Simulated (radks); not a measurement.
Values are calculated unless marked as measured or tabulated.
Coulomb parameter of the 4f shell of the erbium ion Er+ in the model configuration [Xe] 4f12 6s1, as a second difference U = [E(n + 0.5) + E(n - 0.5) - 2 E(n)] / (0.5)^2 with all orbitals relaxed. "Bare": the charge of the atom changes with n. "Screened": the 6s shell takes up the change at fixed total charge, which measures U(4f,4f) + U(6s,6s) - 2 U(4f,6s). Code: a radial shooting solver on a logarithmic mesh with Libxc functionals. Model: scalar-relativistic Kohn-Sham, PBEsol, spin-unpolarised, spherical densities, finite nucleus; Fermi nuclear charge, rms radius 5.2516 fm.

case               configuration  E - E(n) (eV)
start              [Xe] 4f12 6s1          0.000
bare +0.5        [Xe] 4f12.5 6s1         -3.164
bare -0.5        [Xe] 4f11.5 6s1          6.847
screened +0.5  [Xe] 4f12.5 6s0.5          0.303
screened -0.5  [Xe] 4f11.5 6s1.5          1.169

U(bare) = 14.730 eV, U(screened by 6s) = 5.885 eV, against the Slater integral F0(4f,4f) = 31.354 eV with frozen orbitals.
